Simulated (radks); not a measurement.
Problem. Spherical quantum dot in the effective-mass picture: electrons in a hard-walled sphere of radius 9.35, all in effective atomic units (hartree* = m*/eps^2 hartree, bohr* = eps/m* bohr), one dielectric constant everywhere. Calculated with a radial shooting solver with Libxc functionals: non-relativistic Kohn-Sham, LDA (Slater exchange, Perdew-Wang correlation), spin-polarised, spherical densities. Levels are named by radial order and angular momentum (1s, 1p, 1d, 2s, ...), and open shells are averaged over m. Results are scaled to m* = 0.131 and eps = 8.2, for which hartree* = 53.01 meV and bohr* = 3.312 nm. At N = 26 the configuration is 1s2 1p6 1d10 1f(up 7, down 1). Does electron 27 go into 1f down or 1g up or 1g down?

Solution. Into 1f down. The total energies of the other choices lie higher by 2.92 meV (1g up), 4.08 meV (1g down).
